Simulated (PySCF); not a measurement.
Species: C6H10Si2.
Cartesian coordinates in Å at the GFN2-xTB level; atoms count from 1:
```xyz
18
C6H10Si2 angstrom
C     -0.4214    3.2441   -0.3855
C     -0.0942    2.1271   -0.6893
Si     0.3688    0.3834   -1.1318
Si    -1.2897   -1.1052   -0.5013
C     -2.2413   -0.4357    1.0009
C      2.0014    0.0386   -0.2311
C      2.0444   -0.7362    1.0674
C      2.4729   -1.3749    0.0273
H     -0.6978    4.2263   -0.1259
H      0.6543    0.4302   -2.5802
H     -0.7501   -2.4268   -0.1390
H     -2.2634   -1.3499   -1.5761
H     -2.6612    0.5438    0.7894
H     -3.0585   -1.0919    1.2863
H     -1.5891   -0.3296    1.8633
H      2.7835    0.7884   -0.3688
H      1.8469   -0.6839    2.1092
H      2.8857   -2.2414   -0.4266
```

Computed, not measured: PySCF 2.14.0, density-fitted response routines, TDDFT CAM-B3LYP/def2-SVPD, vertical, gas phase, core orbitals frozen in the response.

Transition dipole moments from the ground state, in atomic units and in the frame of the coordinates above (overall signs are arbitrary), for the states with f of 0.002 or more among the lowest 8:

```csv
state,E (eV),μx,μy,μz
S1,5.283,-0.109,0.215,0.347
S3,6.116,-0.376,0.330,-0.181
S4,6.197,-0.242,-0.153,0.017
S5,6.261,0.059,0.104,-0.127
S6,6.493,0.275,-0.309,-0.048
S8,6.833,-0.095,0.111,0.220
```

What oscillator strength does each state have?

f = (2/3) ΔE |μ|² with ΔE in hartree (27.2114 eV).

```csv
state,|μ|² (au),|μ| (D),f
S1,0.179,1.07,0.023
S3,0.283,1.35,0.042
S4,0.082,0.73,0.013
S5,0.030,0.44,0.005
S6,0.173,1.06,0.028
S8,0.070,0.67,0.012
```

What angle do the transition dipoles of S3 and S8 make?

|cos θ| = |μa·μb| / (|μa| |μb|) = 0.23, so θ ≈ 77° (taken between 0 and 90°, since the signs are arbitrary).

How is the summed strength of these states shared among x, y and z?

(2/3) Σ ΔE μα² gives 0.046 for x, 0.045 for y and 0.032 for z, 0.122 in all.

What peak molar absorption coefficient would the strongest computed level give as a lone Gaussian band 0.5 eV wide at half height?

ε(max) = 2.175×10⁸ f / FWHM, with the width in cm⁻¹. S3: 2.175×10⁸ × 0.0424 / 4033 ≈ 2300 L mol⁻¹ cm⁻¹.

One conformer stands for the species.
